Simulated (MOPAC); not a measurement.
MOPAC input (MNDO):

```
MNDO 1SCF CHARGE=1 GEO-OK AUX(PRECISION=9) THREADS=1
HF2Se

Se    0.18675400 1   -0.10892700 1    0.29877300 1
F     0.34359100 1    1.28005300 1   -0.63786000 1
F    -0.95744700 1   -0.92329400 1   -0.62791700 1
H    -0.82493700 1    0.49267800 1    1.23372100 1
```

Output:

```
 *******************************************************************************
 **                                                                           **
 **                              MOPAC v23.2.5                                **
 **                                                                           **
 *******************************************************************************
 ** MOPAC's Digital Object Identifier: https://doi.org/10.5281/zenodo.6511958 **
 **                                                                           **
 ** Please cite the open-source release paper for use of this MOPAC version:  **
 ** J. E. Moussa and J. J. P. Stewart (2026)                                  **
 ** MOPAC: An open-source semiempirical molecular orbital program             **
 ** J. Open Source Softw., 11(119), 8025, https://doi.org/10.21105/joss.08025 **
 *******************************************************************************

                              MNDO CALCULATION RESULTS

 *******************************************************************************
 *  MNDO       - The MNDO Hamiltonian to be used
 *  GEO-OK     - OVERRIDE INTERATOMIC DISTANCE AND OTHER SAFETY CHECKS
 *
 *
 *
 *                 CHARGE ON SYSTEM = +1
 *
 *
 *
 *  1SCF       - DO 1 SCF AND THEN STOP
 *  AUX        - OUTPUT AUXILIARY INFORMATION
 *******************************************************************************
MNDO 1SCF CHARGE=1 GEO-OK AUX(PRECISION=9) THREADS=1
 HF2Se

   ATOM   CHEMICAL          X               Y               Z
  NUMBER   SYMBOL      (ANGSTROMS)     (ANGSTROMS)     (ANGSTROMS)

     1      Se          0.18675400  *  -0.10892700  *   0.29877300  *
     2       F          0.34359100  *   1.28005300  *  -0.63786000  *
     3       F         -0.95744700  *  -0.92329400  *  -0.62791700  *
     4       H         -0.82493700  *   0.49267800  *   1.23372100  *

          CARTESIAN COORDINATES

    NO.       ATOM           X           Y           Z

     1        Se          0.1868     -0.1089      0.2988
     2         F          0.3436      1.2801     -0.6379
     3         F         -0.9574     -0.9233     -0.6279
     4         H         -0.8249      0.4927      1.2337

  H: (MNDO): M.J.S. DEWAR, W. THIEL, J. AM. CHEM. SOC., 99, 4899, (1977)
  F: (MNDO): M.J.S. DEWAR, H.S. RZEPA, J. AM. CHEM. SOC., 100, 777, (1978)
 Se: (MNDO): J. J. P. STEWART, J. MOL. MOD., 10, 155-164 (2004)

           Empirical Formula: H Se F2  =     4 atoms

      MOLECULAR POINT GROUP   :   Cs

      RHF CALCULATION, NO. OF DOUBLY OCCUPIED LEVELS = 10

 -------------------------------------------------------------------------------
 MNDO 1SCF CHARGE=1 GEO-OK AUX(PRECISION=9) THREADS=1
 HF2Se

     1SCF WAS SPECIFIED, SO BFGS WAS NOT USED
     SCF FIELD WAS ACHIEVED

                              MNDO CALCULATION
                                                       MOPAC v23.2.5 Linux

          FINAL HEAT OF FORMATION =         57.47027 KCAL/MOL =     240.45563 KJ/MOL

          COSMO AREA              =         83.31 SQUARE ANGSTROMS
          COSMO VOLUME            =         66.36 CUBIC ANGSTROMS

          IONIZATION POTENTIAL    =         18.151931 EV
          HOMO LUMO ENERGIES (EV) =        -18.152 -5.764
          NO. OF FILLED LEVELS    =         10
          MOLECULAR WEIGHT        =        117.9647         POINT GROUP:  Cs

          MOLECULAR DIMENSIONS (Angstroms)

            Atom       Atom       Distance
            F     3    F     2     2.55882
            H     4    F     3     1.96249
           Se     1    F     2     0.83091

          SCF CALCULATIONS        =          1

   ATOM   CHEMICAL          X               Y               Z
  NUMBER   SYMBOL      (ANGSTROMS)     (ANGSTROMS)     (ANGSTROMS)

     1      Se          0.18675400  *  -0.10892700  *   0.29877300  *
     2       F          0.34359100  *   1.28005300  *  -0.63786000  *
     3       F         -0.95744700  *  -0.92329400  *  -0.62791700  *
     4       H         -0.82493700  *   0.49267800  *   1.23372100  *

                             CARTESIAN COORDINATES

   1   Se        0.186754000    -0.108927000     0.298773000
   2    F        0.343591000     1.280053000    -0.637860000
   3    F       -0.957447000    -0.923294000    -0.627917000
   4    H       -0.824937000     0.492678000     1.233721000

           Empirical Formula: H Se F2  =     4 atoms

      MOLECULAR POINT GROUP   :   Cs

                  EIGENVALUES
 -48.96313 -48.62853 -24.03891 -22.86932 -22.70368 -21.49615 -21.17875 -21.06632
 -21.02673 -18.15193  -5.76392  -5.22528  -4.62476

              NET ATOMIC CHARGES AND DIPOLE CONTRIBUTIONS

  ATOM NO.   TYPE          CHARGE      No. of ELECS.   s-Pop       p-Pop
    1         Se           2.466843        3.5332     1.92656     1.60659
    2          F          -0.532346        7.5323     1.89430     5.63805
    3          F          -0.532346        7.5323     1.89430     5.63805
    4          H          -0.402151        1.4022     1.40215
 DIPOLE           X         Y         Z       TOTAL
 POINT-CHG.     5.284    -3.101     4.362     7.521
 HYBRID        -0.750     0.444     0.243     0.905
 SUM            4.534    -2.656     4.605     6.987

          ATOMIC ORBITAL ELECTRON POPULATIONS

     Atom    s        px        py        pz
    1 Se   1.92656   0.58788   0.49267   0.52605
    2  F   1.89430   1.94587   1.79889   1.89328
    3  F   1.89430   1.85725   1.88612   1.89468
    4  H   1.40215

 **********************
 *                    *
 * JOB ENDED NORMALLY *
 *                    *
 **********************

 == MOPAC DONE ==
```

The dipole moment of an ion depends on the origin.

The geometry given is a B3LYP-D3(BJ)/def2-TZVP minimum.
